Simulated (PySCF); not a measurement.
CH9BO2Si2, SMILES CB(O[SiH3])O[SiH3], GFN2-xTB optimised geometry.

```
15

B     -1.47    -1.18     2.50
C     -1.38    -2.50     3.39
H     -0.79    -3.28     2.92
H     -2.38    -2.90     3.59
H     -0.93    -2.28     4.36
O     -2.17    -0.12     2.91
Si    -3.12     0.70     3.93
H     -4.35     0.94     3.19
H     -2.37     1.92     4.24
H     -3.38    -0.07     5.15
O     -0.83    -1.12     1.33
Si    -0.44    -0.29     0.00
H     -1.02    -1.07    -1.09
H      1.02    -0.29     0.00
H     -0.97     1.07     0.00
```

Density from PySCF with PBE0/def2-TZVP at that geometry.

Minimum of the electron density along straight lines between bonded atoms, close to the bond critical point (lines longer than 1.1 times the sum of covalent radii, or with two minima, are not listed):

```tsv
bond	length / Å	ρ at the minimum / e bohr⁻³	∇²ρ there / e bohr⁻⁵	position (fraction from the first atom)
B1–C2	1.598	0.183	-0.37	0.33
C2–H3	1.086	0.277	-0.94	0.64
C2–H4	1.088	0.273	-0.91	0.64
C2–H5	1.088	0.272	-0.90	0.64
B1–O6	1.340	0.210	1.12	0.33
O6–Si7	1.607	0.143	1.02	0.59
Si7–H8	1.462	0.127	0.18	0.49
Si7–H9	1.462	0.127	0.18	0.49
Si7–H10	1.467	0.126	0.18	0.49
B1–O11	1.337	0.213	1.13	0.33
O11–Si12	1.615	0.141	0.97	0.59
Si12–H13	1.463	0.127	0.18	0.49
Si12–H14	1.463	0.127	0.18	0.49
Si12–H15	1.465	0.126	0.17	0.49
```
